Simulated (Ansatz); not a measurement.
Program: Ansatz. Geometries: PBE0-D4/def2-TZVP. ΔE: electronic, gas phase. CBS: MP2 limit from def2 TZ/QZ plus the TZ coupled-cluster correction, frozen cores. This one scheme is used for every species. Functionals use def2-TZVPP. B3LYP here is the variant with VWN-RPA as its local correlation; programs differ in this. Elements past krypton have def2 core potentials. For W outer-core shells are correlated without core-valence functions, which leaves a few kJ/mol of doubt a bond.

Consider the ligand exchange at a W–F bond: `[F][W]([F])([F])([F])=[S]` + HCl → `[F][W]([F])([F])(=[S])[Cl]` + H–F.

```csv
species,B3LYP-D4 energy (Eh)
`[F][W]([F])([F])([F])=[S]`,-865.17381
HCl,-460.83661
`[F][W]([F])([F])(=[S])[Cl]`,-1225.50979
H–F,-100.49283
```

(1) Work out ΔE.

Largest T1 diagnostic among the species: 0.021, so the coupled-cluster value is less sure than usual.

Answers

(1) ΔE = (-1225.50979) + (-100.49283) − (-865.17381) − (-460.83661) = 0.00780 Eh = +0.21 eV. CCSD(T)/CBS gives +0.11 eV.

Leaving LDA and LC-ωPBE aside and taking each functional with its dispersion term where it has one, the values, not all of them listed here, spread over 0.21 eV, from PBE-QIDH to CAM-B3LYP-D4. LDA lies −0.03 eV from PBE without D4. At CCSD(T), def2-SVP lies +0.21 eV from the extrapolated value and def2-TZVPP +0.05 eV. The D4 term adds −0.07 eV with B3LYP and −0.04 eV with PBE0; it sums over pairs of atoms, weighted by their polarisabilities, and B3LYP, whose exchange is more repulsive, gets the larger term.
